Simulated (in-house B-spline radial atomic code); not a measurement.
# Ionising the calcium ion Ca⁺ with different functionals

Computed with an all-electron radial atomic-structure program (B-spline basis): four-component Dirac-Coulomb Hamiltonian, Fermi nucleus of rms radius 3.4776 fm, spin-restricted, spherical fractional occupations for the functionals. The ionisation energy is the difference of two self-consistent energies, [Ar] 4s1 → [Ne] 3s2 3p6, without Breit or QED terms; ε is the level of the shell that loses the electron (mean over j).

Hybrids are left out here: with spherical fractional occupations of an open shell their exact exchange keeps a self-interaction that integer-occupation calculations don't have.

| method | rung | ΔSCF (eV) | -ε(4s) (eV) |
| --- | --- | --- | --- |
| LDA VWN5 | LDA | 11.94 | 9.17 |
| relativistic LDA | LDA | 11.94 | 9.16 |
| LDA PW92 | LDA | 11.95 | 9.17 |
| LDA exchange-only | LDA | 11.08 | 8.28 |
| PBE | GGA | 11.82 | 8.97 |
| PBEsol | GGA | 11.68 | 8.94 |
| BLYP | GGA | 11.96 | 8.98 |
| RPBE | GGA | 11.81 | 8.85 |
| PW91 | GGA | 11.86 | 8.99 |
| BP86 | GGA | 11.80 | 9.13 |
| AM05 | GGA | 11.65 | 8.90 |
| OLYP | GGA | 11.80 | 8.62 |

(1) How do they compare with the NIST value?

Answers

(1) NIST lists 11.872 eV (measured, ground level to ground level). Errors run from -0.79 to +0.09 eV; PW91 is closest (-0.01 eV), but part of that can be cancellation, since the calculations leave out Breit-QED terms, spin polarisation.
